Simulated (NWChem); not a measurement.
Species: C5H7O, doublet; SMILES O=C1CC[CH]C1

```xyz
13

O     -0.0517     2.1030     0.0596
C     -0.0056     0.8953    -0.0061
C      1.2802     0.0536    -0.0347
C      0.8048    -1.3585    -0.0090
C     -0.6924    -1.4761     0.0798
C     -1.2242    -0.0355    -0.0851
H      1.9232     0.3371     0.8154
H      1.8642     0.3178    -0.9332
H      1.4670    -2.2166     0.0187
H     -1.0036    -1.9033     1.0477
H     -1.0988    -2.1579    -0.6815
H     -1.6975     0.1199    -1.0630
H     -1.9620     0.2593     0.6677
```
Atoms are numbered in this order, from 1.

Results from NWChem. Pople sets run with spherical d functions. Spin-unrestricted. Coordinates come from a B3LYP/6-31G* (spherical d), spin-unrestricted optimisation. No stability test was run on the SCF state. Atomic charges in e: unrestrained fits to the electrostatic potential beside Mulliken populations; buried atoms are poorly determined by the fit.

For level B3LYP/def2-SVP:

Mulliken O1: -0.19
Mulliken C2: -0.06
Mulliken C3: 0.11
Mulliken C5: 0.07

Problem. What are these values for level UHF/6-31G*?

Solution. The Mulliken O1 is -0.55, the Mulliken C2 comes out as 0.55 and the Mulliken C3 comes out as -0.44. The Mulliken C5 is -0.35.
